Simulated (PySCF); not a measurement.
C₅H₉N, SMILES NC=C=C(C)C.

Geometry: ωB97X-D3(BJ)/def2-SVP. This is a generated structure with no PubChem entry under its InChIKey; it may be hypothetical. Other conformers were not sampled.

Two levels are set side by side: PBE/def2-TZVP (PySCF) and M06-2X/def2-TZVP (PySCF). Same geometry, gas phase. Differences are taken from unrounded values.

```tsv
quantity	M06-2X	PBE	PBE minus M06-2X
orbital gap (eV)	8.21	4.11	-4.10
highest occupied level (eV)	-7.07	-4.67	2.40
lowest empty level (eV)	1.14	-0.56	-1.70
dipole moment (D)	1.13	1.14	0.01
mean polarisability (bohr³)	74.7	78.8	4.1
```

PBE's occupied levels lie high since its potential decays too fast outside the molecule; exact exchange lowers them and widens the gap. Loosely held outer electrons make PBE densities more polarisable. Differences between two approximate levels are no errors against the true value.

Rough cost on one machine, each run with all the roots and properties that it gave: M06-2X against PBE about 4 times.
